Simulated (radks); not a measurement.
Question: These are the eigenvalues of the occupied orbitals of an atom or ion with whole-number occupations (eV). All-electron calculation, scalar-relativistic Kohn-Sham, r2SCAN, spin-polarised, spherical densities, finite nucleus; meta-GGA in the generalised Kohn-Sham scheme; Fermi nuclear charge, rms radius of each element as measured or else 0.836 A^(1/3) + 0.57 fm. Program: a radial shooting solver on a logarithmic mesh with Libxc functionals.

1s down: -9680.757
1s up: -9680.739
2s up: -1300.146
2s down: -1295.620
2p up: -1141.917
2p down: -1138.519
3s up: -256.4136
3s down: -248.6307
3p up: -207.8641
3p down: -200.0472
3d up: -129.2778
3d down: -121.1012

Which element is it, and in what charge state? The configuration may be excited. Open shells, if any, are filled with parallel spins first.

Answer: Z = 30, zinc, charge +6: Zn6+ in [Ar] 3d6. The list shows which subshells hold electrons but not how many an open one holds; the 1s level, -355.76 hartree, gives Z - s = 26.7 by -(Z - s)^2/2, which with screening and relativity narrows Z to a few neighbours, and the depths of the outer levels then fix element, charge and occupations together.
